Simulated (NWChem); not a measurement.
**Atomisation of silole (C₄H₆Si)**

```
C
C 1 1.3525
H 2 1.0921 1 122.42
H 1 1.0963 2 123.52 3 0.00
C 1 1.4866 4 119.44 2 180.00
C 5 1.3525 1 117.04 4 180.00
H 6 1.0921 5 122.42 1 180.00
H 5 1.0963 6 123.52 7 0.00
Si 2 1.8815 3 130.83 1 180.00
H 9 1.4937 2 114.01 3 62.31
H 9 1.4937 10 107.98 2 127.79
```
Charge 0, spin multiplicity 1.

The numbers come from NWChem runs, not from measurements. Structure: optimised with B3LYP/def2-SVP, a minimum by its harmonic frequencies. It is one conformer; others weren't searched.

Basis set: def2-TZVP. The atomisation energy is electronic alone: no zero-point, thermal, spin-orbit or counterpoise terms. No value is extrapolated to the basis-set limit. Free atoms are single determinants with multiplicities C 3, Si 3, H 2. Correlated methods freeze the same cores in atoms and molecule, 9 orbitals in all.

Relative cost: rough, from shared machines, SCF included, B3LYP = 1. Costs are the molecule's.

B3LYP has NWChem's definition, with VWN1-RPA local correlation. GW and range-separated runs recompute their integrals, the others keep them in memory, which bears on the times. The stability of the SCF solutions was not checked. Open-shell Hartree-Fock references start from PBE0 orbitals; any time given for them includes that run.

```tsv
method	atomisation energy (kcal/mol)	relative cost
HF	818.2	under 3
CAM-B3LYP	[?]	20
BHandHLYP	[?]	under 3
B3LYP	1087.2	1
PBE	1118.4	under 3
MP2	[?]	8
M06-2X	1095.8	under 3
PBE0	[?]	under 3
```

Problem. Complete the blanks.

Solution. 
- CAM-B3LYP, atomisation energy (kcal/mol): 1094.0
- BHandHLYP, atomisation energy (kcal/mol): 1061.0
- MP2, atomisation energy (kcal/mol): 1078.5
- PBE0, atomisation energy (kcal/mol): 1102.0
